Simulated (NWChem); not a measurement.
System: CdSiH3Cl; SMILES [Cd]([Cl])[SiH3]

Program: NWChem. B3LYP is NWChem's, with the RPA form of VWN correlation. Each level has its own optimisation; frequencies are unscaled.

For level B3LYP/3-21G (all-electron, non-relativistic):

```
Property                           Result
---------------------------------  ------
r Cd–Cl (Å)                         2.430
r Cd–Si (Å)                         2.584
r H–Si (Å)                          1.500
highest harmonic frequency (cm⁻¹)    2189
lowest (cm⁻¹)                          62
zero-point energy (kcal/mol)         15.5
```

### Question
Estimate the same quantities for level Hartree-Fock/STO-3G (all-electron, non-relativistic).

### Answer
The r Cd–Cl (Å) comes out as 2.206, the r Cd–Si (Å) is 2.391 and the r H–Si (Å) is 1.426. The highest harmonic frequency (cm⁻¹) is 2885, the lowest (cm⁻¹) comes out as 95 and the zero-point energy (kcal/mol) is 20.8.
